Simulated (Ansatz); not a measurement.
Species: Y, charge 0, doublet.

Total energies in def2-TZVPP, 3 correlated electrons, 4 frozen orbitals. UHF or UKS for unpaired electrons; spin-orbit terms are left out. Correlated methods leave the cores frozen (noble-gas shells, and filled d and f shells in the p block). Past Kr the def2 sets carry scalar-relativistic core potentials. The determinant of Y ([Y], doublet) is a saddle point of the SCF energy; a lower one exists, which strains HF and MP2.

```json
[
 {"method": "HF", "program": "Ansatz", "energy (Eh)": "-37.81868", "minus CCSDT (mEh)": "44.45"},
 {"method": "MP2", "program": "Ansatz", "energy (Eh)": "-37.84988", "minus CCSDT (mEh)": "13.25"},
 {"method": "CCSD", "program": "Ansatz", "energy (Eh)": "-37.86063", "minus CCSDT (mEh)": "2.50"},
 {"method": "CCSD(T)", "program": "Ansatz", "energy (Eh)": "-37.86229", "minus CCSDT (mEh)": "0.84"},
 {"method": "CCSDT", "program": "Ansatz", "energy (Eh)": "-37.86313", "minus CCSDT (mEh)": "0.00"}
]
```

Ansatz is a program for electronic structure.
